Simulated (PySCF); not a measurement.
# Working with the constants of SiI⁺

RHF-CCSD(T) constants of SiI⁺, ¹Σ⁺ (singlet), closed shell (Si def2-TZVPPD, I def2-TZVPPD with ECP28; scalar-relativistic core potentials (PySCF 2.14); masses 27.9769 and 126.9045 u):

```
ωe              : 454.7 cm⁻¹
ωexe            : 1.22 cm⁻¹
Be              : 0.13672 cm⁻¹
αe              : 0.000523 cm⁻¹
D (centrifugal) : 4.94e-08 cm⁻¹
De to Si⁺ + I   : 4.16 eV
```

Task: Estimate the standard entropy (1 bar) and heat capacity of the ideal gas at 298.15 K, rigid rotor with B0 and harmonic oscillator at the fundamental.

Result: Translation (Sackur–Tetrode, M = 154.88 u): 171.7 J/(mol K). Rotation: q = kT/(σB0) = 1520 with σ = 1, 69.2. Vibration: x = hcν0/kT = 2.18, 3.30. S° = 244.3 J/(mol K); Cp = 7R/2 + 5.67 = 34.8 J/(mol K).

Correlated steps freeze 9 core orbitals. These are scalar-relativistic numbers at best; spin–orbit coupling would shift them, the dissociation energy most. For an ion De counts to the pair picked by the measured ionisation energies or electron affinities, which need not be the lowest pair at this level. Where the molecule has an RHF reference, its open-shell atoms are computed with UHF.
